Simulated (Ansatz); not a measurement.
A nudged elastic band was laid between two geometries of C$_{2}$H$_{8}$BrNSi (13 atoms, charge 0, multiplicity 1).

The calculation used RKS PBE-D4/def2-SVP in Ansatz 0.2.0.

```json
{"movable images": "5", "climbing image": "yes", "spring": "5.0 eV/Å²", "optimiser": "quadratic models (default)", "start path": "IDPP", "force threshold": "0.03 eV/Å", "iteration limit": "6", "end points": "relaxed"}
```

Image 0:

```xyz
13
Properties=species:S:1:pos:R:3
C -1.779 -0.173 0.586
Si 0.061 -0.192 0.953
Br 0.576 -1.987 2.232
C 1.075 -0.268 -0.652
N 0.805 0.989 -1.360
H -1.970 0.627 -0.158
H -2.379 0.024 1.497
H -2.102 -1.142 0.155
H 0.470 1.028 1.737
H 2.147 -0.517 -0.456
H 0.665 -1.117 -1.242
H 1.109 0.938 -2.340
H 1.341 1.756 -0.936
```

Image 6:

```xyz
13
Properties=species:S:1:pos:R:3
C -1.736 -0.066 0.386
Si 0.066 -0.203 0.923
Br 0.265 -1.960 2.339
C 1.228 -0.370 -0.575
N 1.179 0.815 -1.445
H -1.868 0.777 -0.324
H -2.392 0.118 1.259
H -2.072 -1.000 -0.108
H 0.463 1.036 1.686
H 2.271 -0.534 -0.229
H 0.970 -1.275 -1.166
H 0.230 0.962 -1.813
H 1.416 1.666 -0.918
```

Q: Which bonds break or form, and what moves?

A: No bond is made or broken. The height of N5 over the plane of its neighbours goes from -0.39 to 0.38 Å.

Q: What energy profile does the band end with?

A: The forces met the threshold. The highest image is number 3 of 0 to 6, 3.9 kcal/mol above the first end and 3.6 kcal/mol above the last; the last end lies 0.3 kcal/mol above the first. Another band between the same ends (5 images) ends at a top of the same energy, where a vibrational analysis finds 1 clearly imaginary mode.

```tsv
image	path coordinate (Å)	energy (kcal/mol)	height of N5 over the plane of its neighbours (Å)
0	0.00	0.0	-0.39
1	0.31	0.3	-0.37
2	0.63	1.2	-0.30
3	0.94	3.9	0.01
4	1.19	1.7	0.26
5	1.43	0.4	0.37
6	1.67	0.3	0.38
```

Q: What is the geometry of the highest image?

A: 
```xyz
13
Properties=species:S:1:pos:R:3
C -1.752 -0.109 0.431
Si 0.052 -0.217 0.958
Br 0.300 -1.991 2.358
C 1.192 -0.340 -0.564
N 1.051 0.905 -1.286
H -1.856 0.690 -0.330
H -2.408 0.132 1.291
H -2.092 -1.069 -0.008
H 0.446 1.009 1.739
H 2.247 -0.582 -0.291
H 0.853 -1.184 -1.200
H 0.553 0.954 -2.168
H 1.436 1.767 -0.914
```

The band took 5 iterations and roughly 2.9 core-minutes.

Time of the run: 90 s on 2 threads of Arm Neoverse V2, with other jobs on the host, peak memory 0.18 GiB.
